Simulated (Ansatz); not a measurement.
One change: `OCS[SiH3]` becomes `C=CCS[SiH3]`.

Ansatz, PBE0-D4/def2-TZVP geometries, multiplicity 1. Each molecule was computed in one conformer, which needn't be the lowest.

| property | `OCS[SiH3]` |
| --- | --- |
| LUMO energy (PBE/def2-TZVPP) / eV | -0.97 |
| LUMO energy (PBE0/def2-TZVPP) / eV | -0.10 |
| HOMO energy (ωB97M-V/def2-TZVPP) / eV | -9.49 |
| zero-point energy (PBE0-D4/def2-TZVP) / kJ/mol | 181.8 |
| size of the dipole moment (PBE/def2-TZVPP) / D | 1.54 |
| HOMO energy (PBE/def2-TZVPP) / eV | -6.06 |

(1) What does the change do to each property? (Estimate.)

Answers

(1) Ansatz gave: 
```tsv
property	`C=CCS[SiH3]`	shift
LUMO energy (PBE/def2-TZVPP) / eV	-1.30	-0.33
LUMO energy (PBE0/def2-TZVPP) / eV	-0.29	-0.19
HOMO energy (ωB97M-V/def2-TZVPP) / eV	-9.16	0.33
zero-point energy (PBE0-D4/def2-TZVP) / kJ/mol	256.8	75.0
size of the dipole moment (PBE/def2-TZVPP) / D	1.39	-0.15
HOMO energy (PBE/def2-TZVPP) / eV	-5.80	0.26
```

With PBE0 the HOMO rises by 0.31 eV and the LUMO falls by 0.19 eV, so the gap narrows by about 0.50 eV. PBE moves the HOMO by 0.26 eV and ωB97M-V by 0.33 eV. The zero-point energy changes by 75.0 kJ/mol with +9 modes. Dipoles are sizes alone; their direction can turn.
